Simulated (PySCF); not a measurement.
Dipole response of V⁺ (vanadium, charge +1)

[Ar] 3d4, high-spin 5D determinant. All numbers are calculated (PySCF 2.14, the non-relativistic Hamiltonian (point nucleus), in aug-cc-pVTZ with one added diffuse shell each of s, p, d, f, g type (9s8p6d4f3g, 118 functions)). Coupled (time-dependent) response in atomic units; α is the mean over directions.

```csv
method,mean α (bohr³),"α xx, yy, zz",C₆ (like pair),S(−4)
BP86,18.57,"17.75, 17.75, 20.21",71.14,564.5
```

S(−4) is the Cauchy moment in α(ω) = α(0) + S(−4) ω² + …

α(iu) at BP86:

| u (hartree) | α(iu) (bohr³) |
| --- | --- |
| 0 | 18.57 |
| 0.0500 | 17.30 |
| 0.100 | 14.67 |
| 0.200 | 10.29 |
| 0.300 | 7.825 |
| 0.500 | 5.325 |
| 0.750 | 3.773 |
| 1.00 | 2.877 |
| 1.50 | 1.873 |
| 2.00 | 1.323 |
| 3.00 | 0.7584 |
| 5.00 | 0.3426 |

A single London oscillator, α(iu) = α/(1 + u²/ω²), gives C₆ = (3/4) ω α². Matching the computed C₆ needs ω = 4 × 71.14 / (3 × 18.57²) = 0.275 hartree.

For an ion, C₆ is the dispersion term alone; charge-induced terms of lower order in 1/R come first.

The components differ because the open shell of this determinant is not spherical; for a pure term their mean is the scalar polarisability.
